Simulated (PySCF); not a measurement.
A structure optimised at B3LYP-D3(BJ)/def2-SVP, used in a PySCF frequency run:

```
C
C 1 1.3409
H 2 1.0952 1 120.71
H 2 1.0956 3 116.67 1 180.00
H 1 1.0997 2 117.60 3 180.00
B 1 1.5669 5 119.59 2 180.00
O 6 1.3626 1 119.21 5 180.00
H 7 0.9662 6 111.74 1 180.00
O 6 1.3711 7 117.93 8 0.00
H 9 0.9638 6 113.40 7 180.00
```

Q: Write its SMILES, formula and point group.

A: C=CB(O)O, C2H5BO2, Cs

Q: What are its rotational constants (standard atomic weights)?

A: 9.4411, 3.8129, 2.7160 GHz
